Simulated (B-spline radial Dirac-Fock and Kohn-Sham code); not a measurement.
# Cl²⁺ 2p3/2: cross section and angular parameters

System: the Cl²⁺ ion in the configuration 1s2 2s2 2p6 3s2 3p3; threshold 236.8 eV (orbital energy of the model). The computed values come from an atomic code on a B-spline grid: Dirac-Hartree-Slater photoionisation with a Latter tail; cross sections with all multipoles, angular parameters from the dipole term and its interference with E2.

For linearly polarised light dσ/dΩ = σ/(4π) [1 + β P₂(cos θ) + (δ + γ cos²θ) sin θ cos φ], with θ from the polarisation vector and φ the angle between the beam and the projection of the electron momentum on the plane normal to the polarisation.

```
hν (eV)   σ (kb)      β      γ      δ
    400      817  1.442  0.069  0.015
    510      444  1.482  0.155  0.018
    562      343  1.482  0.191  0.019
    867      104  1.410  0.359  0.027
    909     90.6  1.397  0.378  0.029
    910     90.3  1.397  0.378  0.029
    959     77.6  1.381  0.399  0.030
   1000     68.6  1.368  0.415  0.032
   1420     23.9  1.237  0.548  0.046
   1940     8.96  1.099  0.661  0.064
 2984.4     2.19  0.891  0.804  0.102
   3990    0.813  0.751  0.889  0.136
   4000    0.806  0.749  0.890  0.136
   4040    0.779  0.745  0.892  0.137
 5414.7    0.279  0.611  0.970  0.180
   9160   0.0415  0.400  1.099  0.279
   9690   0.0337  0.380  1.113  0.291
  12000   0.0151  0.308  1.167  0.341
  14000        ?      ?      ?      ?
  15000  0.00649  0.238  1.223  0.399
```

Q: Give the values at 14000 eV.

A: σ = 0.00845 kb, β = 0.259, γ = 1.206, δ = 0.381.
